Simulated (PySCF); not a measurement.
Molecule: SMILES [SiH2]1[SiH2][SiH2][SiH2]1, H₈Si₄.

Bonds (- single, = double, # triple, : aromatic): Si1-Si2, Si2-Si3, Si3-Si4, Si4-Si1. Si1 carries H5, H6; Si2 carries H7, H8; Si3 carries H9, H10; Si4 carries H11, H12.

Frames of a GFN2-xTB Langevin trajectory at 200 K; GIAO PBE0/pcSseg-1 shieldings in PySCF 2.14.0 with density-fitted response routines, gas phase, non-relativistic; equivalent atoms averaged within each frame.

Scale: 29Si (349.16 ppm) and 1H (31.72 ppm) against TMS (reference shieldings calculated alike). The references are static minima.

Problem. How do the shifts (ppm) fluctuate along the trajectory?

Solution. 
```csv
time (fs),Si1/Si2/Si3/Si4,H5/H6/H7/H8/H9/H10/H11/H12
optimised geometry,-92.4,4.20
250,-97.5,4.14
425,-95.7,4.21
625,-96.6,4.06
800,-89.7,4.23
1000,-81.2,4.24
mean of frames,-92.1,4.18
standard deviation,6.8,0.08
```

5 frames give an uncertainty of the mean of about the standard deviation over 2.2 at best, since frames this close in time may not be independent; classical motion lacks zero-point vibration, and the reference would need the same averaging.
